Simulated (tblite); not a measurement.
C36H24O2P2 (O, S, Se, B, Si, P-doped PAH), SMILES O=[P@@]1(c2ccccc2)C=Cc2cc3cc4c(cc3cc2=C1)[P@@](=O)(c1ccccc1)c1cc2ccccc2cc1C=4 at step 1 of a GFN2-xTB optimisation (tblite, gas phase), coordinates in Å:

```
  1 O     7.2348   -1.2418    2.3434
  2 P     6.3788   -0.9914    1.2141
  3 C     7.0675    0.1672   -0.0200
  4 C     8.3354    0.6759    0.2304
  5 C     8.9184    1.5683   -0.6677
  6 C     8.2347    1.9533   -1.8139
  7 C     6.9616    1.4445   -2.0615
  8 C     6.3784    0.5560   -1.1663
  9 C     5.9465   -2.3737    0.1390
 10 C     4.7105   -2.6881   -0.2068
 11 C     3.5310   -1.9375    0.2057
 12 C     2.2999   -2.3581   -0.1911
 13 C     1.1076   -1.6477    0.1813
 14 C    -0.1366   -2.0863   -0.2039
 15 C    -1.3311   -1.3847    0.1768
 16 C    -1.2434   -0.1458    0.9184
 17 C    -0.0402    0.3139    1.3108
 18 C     1.1574   -0.4214    0.9801
 19 C     2.3916    0.0055    1.3843
 20 C     3.5880   -0.7207    1.0367
 21 C     4.7780   -0.2440    1.4931
 22 P    -2.7184    0.8517    1.3295
 23 O    -2.8577    1.3663    2.6550
 24 C    -2.5651    2.1392    0.0344
 25 C    -2.3644    3.4455    0.4663
 26 C    -2.2520    4.4777   -0.4599
 27 C    -2.3274    4.2042   -1.8195
 28 C    -2.5250    2.8986   -2.2515
 29 C    -2.6410    1.8637   -1.3298
 30 C    -4.0873   -0.2182    0.8116
 31 C    -5.3444    0.2121    1.0907
 32 C    -6.4887   -0.5405    0.7279
 33 C    -7.8088   -0.1184    1.0046
 34 C    -8.8858   -0.8742    0.6396
 35 C    -8.6923   -2.1014   -0.0380
 36 C    -7.4310   -2.5364   -0.3195
 37 C    -6.2889   -1.7801    0.0476
 38 C    -4.9749   -2.1980   -0.2218
 39 C    -3.8596   -1.4602    0.1410
 40 C    -2.5505   -1.9478   -0.1636
 41 H     8.8757    0.3793    1.1238
 42 H     9.9155    1.9551   -0.4650
 43 H     8.6928    2.6478   -2.5133
 44 H     6.4269    1.7474   -2.9607
 45 H     5.3805    0.1739   -1.3798
 46 H     6.7835   -2.9594   -0.1990
 47 H     4.5633   -3.5644   -0.8489
 48 H     2.2050   -3.2544   -0.8075
 49 H    -0.2079   -2.9995   -0.7967
 50 H     0.0426    1.2451    1.8760
 51 H     2.4712    0.9116    1.9852
 52 H     4.8186    0.6430    2.0965
 53 H    -2.3050    3.6714    1.5299
 54 H    -2.0988    5.5000   -0.1226
 55 H    -2.2365    5.0099   -2.5442
 56 H    -2.5897    2.6861   -3.3169
 57 H    -2.7892    0.8462   -1.6885
 58 H    -5.4957    1.1581    1.6105
 59 H    -7.9570    0.8221    1.5264
 60 H    -9.8963   -0.5377    0.8554
 61 H    -9.5623   -2.6911   -0.3194
 62 H    -7.2818   -3.4825   -0.8318
 63 H    -4.8394   -3.1497   -0.7300
 64 H    -2.5186   -2.8856   -0.7054
```

(1) What are the forces on the atoms (eV/Å)?

## Answers

(1) 
```
  1 O     1.04   -0.37    1.47
  2 P    -1.30    0.61   -2.24
  3 C     0.32    0.20   -0.01
  4 C     0.20    0.29   -0.29
  5 C    -0.01   -0.09    0.10
  6 C    -0.05   -0.10    0.10
  7 C     0.08   -0.01    0.08
  8 C    -0.03    0.11   -0.22
  9 C     0.72    0.00    0.46
 10 C    -0.77    0.05   -0.06
 11 C    -0.31    0.23    0.12
 12 C    -0.22    0.24    0.13
 13 C    -0.74    0.21    0.00
 14 C     0.03    0.25    0.20
 15 C    -0.52   -0.46   -0.31
 16 C    -0.09   -0.47    0.10
 17 C     0.53   -0.24   -0.12
 18 C     0.55   -0.10   -0.10
 19 C     0.07   -0.28   -0.21
 20 C     0.38   -0.03   -0.01
 21 C     0.07   -0.28    0.22
 22 P     0.27   -0.88   -2.85
 23 O     0.03    0.93    2.37
 24 C    -0.15    0.14   -0.02
 25 C    -0.01    0.30   -0.11
 26 C     0.06   -0.06    0.03
 27 C    -0.03    0.00    0.06
 28 C     0.01   -0.14    0.06
 29 C     0.02    0.09   -0.15
 30 C     0.41   -0.29   -0.20
 31 C    -0.65    0.20    0.13
 32 C    -0.04   -0.12   -0.08
 33 C     0.21    0.20    0.14
 34 C    -0.13   -0.32   -0.23
 35 C    -0.27    0.28    0.20
 36 C     0.26   -0.19   -0.10
 37 C    -0.13    0.23    0.15
 38 C    -0.16   -0.32   -0.14
 39 C     0.03    0.25    0.04
 40 C     0.18    0.23    0.10
 41 H    -0.19   -0.03   -0.11
 42 H    -0.26   -0.07   -0.08
 43 H    -0.12   -0.15    0.14
 44 H     0.11   -0.10    0.26
 45 H     0.26    0.01    0.18
 46 H     0.21   -0.20   -0.05
 47 H    -0.23    0.37    0.22
 48 H    -0.10    0.32    0.21
 49 H    -0.17    0.30    0.20
 50 H     0.02   -0.35   -0.15
 51 H     0.16   -0.31   -0.19
 52 H    -0.10    0.28    0.25
 53 H    -0.06   -0.20   -0.23
 54 H    -0.03   -0.23   -0.05
 55 H    -0.03   -0.19    0.17
 56 H     0.02    0.02    0.27
 57 H     0.01    0.21    0.20
 58 H     0.14   -0.19   -0.09
 59 H     0.07   -0.12   -0.08
 60 H     0.22   -0.08   -0.03
 61 H     0.24    0.13    0.05
 62 H     0.00    0.14    0.06
 63 H     0.00    0.13    0.06
 64 H    -0.03    0.01    0.01
```
